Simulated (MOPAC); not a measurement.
Input file for MOPAC: PM7 on H2S2 (SMILES SS), a point of a bond scan (R = 2.279 Å).

```
PM7 1SCF PRECISE CHARGE=0 THREADS=1
H2S2

S     -0.91220280 1     0.05376255 1     0.49115994 1
S      1.09460155 1     0.05703618 1    -0.58910124 1
H     -1.53586809 1    -0.88394706 1    -0.24893520 1
H      1.71891292 1    -0.88377333 1     0.14650143 1
```

It printed:

```
*******************************************************************************
 **                                                                           **
 **                              MOPAC v23.2.5                                **
 **                                                                           **
 *******************************************************************************
 ** MOPAC's Digital Object Identifier: https://doi.org/10.5281/zenodo.6511958 **
 **                                                                           **
 ** Please cite the open-source release paper for use of this MOPAC version:  **
 ** J. E. Moussa and J. J. P. Stewart (2026)                                  **
 ** MOPAC: An open-source semiempirical molecular orbital program             **
 ** J. Open Source Softw., 11(119), 8025, https://doi.org/10.21105/joss.08025 **
 *******************************************************************************

                              PM7 CALCULATION RESULTS

 *******************************************************************************
 *  PM7        - The PM7 Hamiltonian to be used
 *
 *
 *
 *                 CHARGE ON SYSTEM = 0
 *
 *
 *
 *  PRECISE    - TIGHTER CRITERIA TO BE USED
 *  1SCF       - DO 1 SCF AND THEN STOP
 *  THREADS=1  - MULTI-THREADING NOT USED
 *  T=         - A TIME OF 172800.0 SECONDS REQUESTED
 *  DUMP=N     - RESTART FILE WRITTEN EVERY 7200.0 SECONDS REQUESTED
 *******************************************************************************
PM7 1SCF PRECISE CHARGE=0 THREADS=1
 H2S2

   ATOM   CHEMICAL          X               Y               Z
  NUMBER   SYMBOL      (ANGSTROMS)     (ANGSTROMS)     (ANGSTROMS)

     1       S         -0.91220280  *   0.05376255  *   0.49115994  *
     2       S          1.09460155  *   0.05703618  *  -0.58910124  *
     3       H         -1.53586809  *  -0.88394706  *  -0.24893520  *
     4       H          1.71891292  *  -0.88377333  *   0.14650143  *



          CARTESIAN COORDINATES

    NO.       ATOM           X           Y           Z

     1         S         -0.9122      0.0538      0.4912
     2         S          1.0946      0.0570     -0.5891
     3         H         -1.5359     -0.8839     -0.2489
     4         H          1.7189     -0.8838      0.1465

 General Reference for PM7:
 "Optimization of Parameters for Semiempirical Methods VI: More Modifications to the
 NDDO Approximations and Re-optimization of Parameters", J. J. P. Stewart, J. Mol. Mod., 1:32, 19 (2013)
 https://link.springer.com/article/10.1007/s00894-012-1667-x

           Empirical Formula: H2 S2  =     4 atoms



      MOLECULAR POINT GROUP   :   C2


      RHF CALCULATION, NO. OF DOUBLY OCCUPIED LEVELS = 7


 -------------------------------------------------------------------------------
 PM7 1SCF PRECISE CHARGE=0 THREADS=1
 H2S2



     1SCF WAS SPECIFIED, SO BFGS WAS NOT USED
     SCF FIELD WAS ACHIEVED


                              PM7 CALCULATION
                                                       MOPAC v23.2.5 Linux




          FINAL HEAT OF FORMATION =         10.44996 KCAL/MOL =      43.72262 KJ/MOL


          COSMO AREA              =         91.24 SQUARE ANGSTROMS
          COSMO VOLUME            =         75.59 CUBIC ANGSTROMS

          IONIZATION POTENTIAL    =          9.564340 EV
          HOMO LUMO ENERGIES (EV) =         -9.564 -1.756
          NO. OF FILLED LEVELS    =          7
          MOLECULAR WEIGHT        =         66.1358         POINT GROUP:  C2

          MOLECULAR DIMENSIONS (Angstroms)

            Atom       Atom       Distance
            H     4    H     3     3.27871
            S     1    S     2     1.31441
            S     1    H     3     0.93926


          SCF CALCULATIONS        =          1





   ATOM   CHEMICAL          X               Y               Z
  NUMBER   SYMBOL      (ANGSTROMS)     (ANGSTROMS)     (ANGSTROMS)

     1       S         -0.91220280  *   0.05376255  *   0.49115994  *
     2       S          1.09460155  *   0.05703618  *  -0.58910124  *
     3       H         -1.53586809  *  -0.88394706  *  -0.24893520  *
     4       H          1.71891292  *  -0.88377333  *   0.14650143  *

                             CARTESIAN COORDINATES

   1    S       -0.912202800     0.053762550     0.491159940
   2    S        1.094601550     0.057036180    -0.589101240
   3    H       -1.535868090    -0.883947060    -0.248935200
   4    H        1.718912920    -0.883773330     0.146501430


           Empirical Formula: H2 S2  =     4 atoms



      MOLECULAR POINT GROUP   :   C2


                  EIGENVALUES
 -27.53217 -23.75757 -13.88634 -12.93937 -10.91281  -9.57314  -9.56434  -1.75566
  -0.90978  -0.82761  -0.40516  -0.33543  -0.21557  -0.15566  -0.13955  -0.11020
  -0.10950   0.12160   2.79909   2.88761


              NET ATOMIC CHARGES AND DIPOLE CONTRIBUTIONS

  ATOM NO.   TYPE          CHARGE      No. of ELECS.   s-Pop       p-Pop       d-Pop
    1          S          -0.164223        6.1642     1.91550     4.13643     0.11229
    2          S          -0.164223        6.1642     1.91550     4.13643     0.11229
    3          H           0.164223        0.8358     0.83578
    4          H           0.164223        0.8358     0.83578
 DIPOLE           X         Y         Z       TOTAL
 POINT-CHG.     0.001    -1.482    -0.004     1.482
 HYBRID         0.000    -0.324    -0.001     0.324
 SUM            0.001    -1.806    -0.004     1.806


          ATOMIC ORBITAL ELECTRON POPULATIONS

     Atom    s        px        py        pz      x^2-y^2     xz        z^2       yz        xy
    1  S   1.91550   1.07008   1.58182   1.48453   0.01400   0.02836   0.00399   0.03520   0.03074
    2  S   1.91550   1.06977   1.57889   1.48777   0.01406   0.02817   0.00406   0.03501   0.03099
    3  H   0.83578
    4  H   0.83578

 **********************
 *                    *
 * JOB ENDED NORMALLY *
 *                    *
 **********************




 == MOPAC DONE ==
```

The run finished.

Cost: around 0.020 core-seconds (rough).
